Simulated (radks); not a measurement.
The numbers below are computed, except where a source is named.
Numerical settings for the neodymium ion Nd+, [Xe] 4f4 6s1. Code: a radial shooting solver on a logarithmic mesh with Libxc functionals. Model: Dirac Kohn-Sham, PBE, spin-unpolarised, spherical densities, finite nucleus; open shells fill j = l - 1/2 first; Fermi nuclear charge, rms radius 4.9123 fm. The defaults (mesh step 0.008 in ln r, mesh end at 40 bohr or more with all orbitals vanishing there, Anderson mixing 0.5 over 9 steps, residual threshold near 1e-9 with the energy settled to 1e-9 hartree or 1e-11 of itself, here a cap of 51 iterations) give E = -9629.1702 hartree and 4f5/2 at -7.738 eV in 15 iterations. Run on one thread of a shared host, so times are rough (Arm Neoverse N1): 0.21 s of CPU time, 0.21 s wall, 15 iterations on 2360 mesh points. Changes against that run (0 stands for a change within the tolerance of the run):

setting,iterations,converged,E (mhartree),e(4f5/2) (meV),CPU (s)
mesh step in ln r 0.12,2,no,diverged,-,0.01
mesh step in ln r 0.03,15,yes,+0.00278,0,0.08
mesh step in ln r 0.005,16,yes,0,0,0.33
mesh end (bohr) 8,15,yes,+6.21,+228,0.19
mesh end (bohr) 5,14,yes,+159,+2.16e+03,0.18
residual threshold 0.1,9,yes,+0.00193,+20.6,0.16
residual threshold 1e-13,27,yes,0,0,0.29
mixing 0.05,23,yes,0,0,0.3
"linear mixing, mixing 0.5",30,yes,0,0,0.32
"linear mixing, mixing 0.8",51,no,+7.23e+03,-8.99e+04,1.2
mixing history 3,19,yes,0,0,0.24
iteration cap 2,2,no,+219,-1.15e+04,0.05

Settings that end as converged yet miss the energy by more than 1 mhartree: mesh end (bohr) 8 (+0.00621 hartree); mesh end (bohr) 5 (+0.159 hartree). A mesh that ends early acts as a hard wall.
